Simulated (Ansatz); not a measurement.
Compare A (`BC[SiH](C)F`) with its isomer B (`BC[SiH2]CF`).

Gas-phase electronic energies from Ansatz, PBE0-D4/def2-TZVP geometries. CCSD(T)/CBS adds triple-zeta CCSD(T) − MP2 to the extrapolated MP2 energy (def2 sets, frozen cores). DFT in def2-TZVPP. B3LYP here is the variant with VWN-RPA as its local correlation; programs differ in this. Each species was taken in one conformer, which may not be the lowest.

Question: Which is lower in electronic energy at CCSD(T)/CBS, and by how much? (An estimate is asked.)

Answer: Ansatz gave: A, by 62.8 kcal/mol.

Question: Give E(B) − E(A) in kcal/mol with MP2/def2-TZVPP, HF/def2-TZVPP, B3LYP-D4, B2PLYP, CCSD(T)/def2-TZVPP, ωB97M-V, r2SCAN-D4. (Estimate.)

Answer: The calculation gave: MP2/def2-TZVPP 64.6, HF/def2-TZVPP 62.0, B3LYP-D4 60.2, B2PLYP 61.7, CCSD(T)/def2-TZVPP 61.8, ωB97M-V 61.4, r2SCAN-D4 61.7. None reverses the order clearly.

Largest T1 diagnostic: 0.011.

From PBE to PBE0 (25 % exact exchange), in def2-TZVPP and without D4, E(B) − E(A) moves by +2.0 kcal/mol.
